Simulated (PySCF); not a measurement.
BH2O3, SMILES OB([O-])O, charge -1.

The structure is a stationary point at B3LYP-D3(BJ)/def2-SVPD. Other conformers were not sampled.

Two levels are set side by side: PBE/def2-TZVPD (PySCF) and HF/def2-TZVPD (PySCF). Same geometry, gas phase. Differences are taken from unrounded values.

```
quantity                        HF
---------------------------  -----
orbital gap (eV)              9.76
highest occupied level (eV)  -4.96
lowest empty level (eV)       4.80
mean polarisability (bohr³)   31.4
```

Q: What does PBE give, and how far is it from HF? (An estimate is asked for; the answer gives what the named calculation found.)

A: 
```
quantity                      PBE  PBE minus HF
---------------------------  ----  ------------
orbital gap (eV)             2.80         -6.96
highest occupied level (eV)  0.46          5.42
lowest empty level (eV)      3.26         -1.53
mean polarisability (bohr³)  46.6          15.2
```

PBE's occupied levels lie high since its potential decays too fast outside the molecule; exact exchange lowers them and widens the gap. Loosely held outer electrons make PBE densities more polarisable. Differences between two approximate levels are no errors against the true value.

Rough cost on one machine, each run with all the roots and properties that it gave: HF against PBE about 1/3.
